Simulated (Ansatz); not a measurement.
Isolated molecules relaxed with PBE0-D4/def2-TZVP in Ansatz; ΔE leaves out vibrations. CCSD(T)/CBS is the MP2 limit (def2-TZVPP, def2-QZVPP) plus CCSD(T) − MP2 in def2-TZVPP, frozen cores. This one scheme is used for every species. DFT in def2-TZVPP. B3LYP here is the variant with VWN-RPA as its local correlation; programs differ in this. Each species was taken in one conformer, which may not be the lowest.

Reaction (formal exchange of groups at a C–F bond): `B/C=C(/N)F` + `C=N` → `BC=C(N)C=N` + H–F

Is it downhill or uphill in electronic energy at CCSD(T)/CBS, and by how much? (Estimate.)

Computed: Downhill: ΔE = -51.3 kJ/mol.

What do these levels give: r2SCAN-D4, PBE0-D4, ωB97X-V, ωB97M-V, r2SCAN, PBE0, B3LYP, MP2/def2-TZVPP, CCSD/def2-TZVPP, HF/def2-QZVPP, SCS-MP2/def2-QZVPP, HF/CBS(def2)? (Estimate.)

Computed: r2SCAN-D4 -35.8, PBE0-D4 -41.9, ωB97X-V -30.5, ωB97M-V -33.3, r2SCAN -33.8, PBE0 -35.8, B3LYP -26.7, MP2/def2-TZVPP -56.5, CCSD/def2-TZVPP -39.9, HF/def2-QZVPP -9.0, SCS-MP2/def2-QZVPP -49.1, HF/CBS(def2) -9.0 kJ/mol.

Largest T1 diagnostic among the species: 0.014.

The D4 term adds −10.9 kJ/mol with B3LYP and −6.1 kJ/mol with PBE0; it sums over pairs of atoms, weighted by their polarisabilities, and B3LYP, whose exchange is more repulsive, gets the larger term. In def2-TZVPP, CCSD(T) changes the Hartree–Fock value by −36.9 kJ/mol (the triples alone add −5.9 kJ/mol) and MP2 by −47.6 kJ/mol.
